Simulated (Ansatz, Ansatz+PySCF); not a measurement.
```yaml
atoms:
  - { symbol: S, position_ang: [0.0000, 0.0000, 1.1900] }
  - { symbol: C, position_ang: [0.0000, 1.2400, -0.0100] }
  - { symbol: C, position_ang: [0.0000, -1.2400, -0.0100] }
  - { symbol: C, position_ang: [0.0000, 0.7100, -1.2700] }
  - { symbol: C, position_ang: [0.0000, -0.7100, -1.2700] }
  - { symbol: H, position_ang: [0.0000, 2.3079, 0.2085] }
  - { symbol: H, position_ang: [0.0000, -2.3079, 0.2085] }
  - { symbol: H, position_ang: [0.0000, 1.3131, -2.1780] }
  - { symbol: H, position_ang: [0.0000, -1.3131, -2.1780] }
```

Basis set: def2-SVP (spherical functions). Left uncorrelated: 9 orbitals. Charge 0, multiplicity 1.

Computed with Ansatz (development build ahead of 0.2.0); each method stands on the lowest determinant of its kind that the runs found. Restricted open shells among the atoms or ions are ROHF, correlated in semicanonical orbitals with singles.

(1) Give the atomization energy at this shape (free ground-state atoms in the same class of orbitals less the molecule, no zero-point energy) of singlet C4H4S by RHF-MP2, RHF.

Results:

(1)

| method | atomization energy |
| --- | --- |
| RHF-MP2 | 939.72 kcal/mol |
| RHF | 716.36 kcal/mol |
